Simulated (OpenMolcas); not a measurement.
## Cr4+: moving or changing the point charges

Cr4+ among 4 point charges of -2 e arranged as a tetrahedron (Td), 2.05 Å from the ion.
```
   1.1836    1.1836    1.1836  -2.00
   1.1836   -1.1836   -1.1836  -2.00
  -1.1836    1.1836   -1.1836  -2.00
  -1.1836   -1.1836    1.1836  -2.00
```

| Quantity | Value |
| --- | --- |
| Program | OpenMolcas 26.06 |
| Method | SS-CASPT2, IPEA 0.25 Eh, imaginary shift 0.1 Eh (closed shells correlated: 3s 3p) |
| Basis | ANO-RCC-VDZP [5s4p2d1f] |
| Scalar Hamiltonian | DKH2, point nucleus |
| Active space | 2 electrons in 5 orbitals (3d) |
| State averaging | 2S+1 = 3 even, 10 roots; 2S+1 = 1 even, 15 roots |
| Spin-orbit coupling | state interaction with AMFI integrals over the reference wave functions |

Runs around this geometry, states (labels of Td). Energies in cm-1 above the lowest state or level, χT in cm3 K/mol; under a threefold ground state the first gap can be a small split of the lowest multiplet, not the spin-orbit step.

```tsv
R (Å)	q (e)	Ground state	First state of that spin	First gap with spin-orbit (degeneracies)	χT at 300 K	First state of another spin
2.05	-1.3	3T2	3A2 42	330 (3, 2)	0.564	1E 13180
1.94	-2	3A2	3T2 1510	1410 (3, 2)	0.656	1E 13630
2.05	-2	3A2	3T2 1020	880 (3, 2)	0.597	1E 13410
2.25	-2	3A2	3T2 670	570 (3, 2)	0.570	1E 13110
```

The ground state changes within this set.

Roots that are degenerate in the reference are averaged as groups; the widest CASPT2 spread within a group is 630 cm-1 (the 3-fold group of multiplicity 1 near 23300 cm-1 above the lowest state of its run, R = 2.05, q = -1.3). Shifts and gaps below about the spread of the groups concerned are not significant. The ground term spreads over less than 5000 cm-1, several times less than with real ligands, so orbital moments are less quenched and χT lies further from the spin-only value than at real sites. Free-ion shares, where given, are those of the reference states; single-state CASPT2 does not remix them. Spin-orbit coupling mixes the spin-free states strongly: the lowest level takes only 58 % from its leading state, 3T2 (holds for R = 2.05, q = -1.3). This is an electrostatic model: the charges have no orbitals. No measured value stands beside these numbers.
